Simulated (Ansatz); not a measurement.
Basis-set extrapolation for CH₉AlSSi₂, SMILES `C[SiH]([SiH3])[S][AlH2]` (PBE0-D4/def2-TZVP geometry, frozen core, Ansatz). Multiplicity 1, RHF reference.

|  | def2-TZVPP | def2-QZVPP |
| --- | --- | --- |
| HF | -1260.544825 | -1260.582823 |
| MP2 correlation | -0.693376 | -0.745670 |
| CCSD(T) correlation | -0.803266 | not run |

Energies in hartree. Use E(X) = E(∞) + A·exp(−7.88·√X) for Hartree–Fock and E(X) = E(∞) + B·X^(−2.97) for correlation, with X = 3 and 4, and add CCSD(T) minus MP2 of the smaller set to the MP2 limit.

Task: What is the CCSD(T) energy at the basis-set limit?

Result: HF limit: -1260.582823 + (-0.037998) × 0.13774 = -1260.58806. MP2 limit: -0.745670 + (-0.052294) × 0.74074 = -0.78441. Higher-order term: -0.803266 − (-0.693376) = -0.10989. Total: -1261.48236 hartree, 3.65 eV below CCSD(T)/def2-TZVPP.
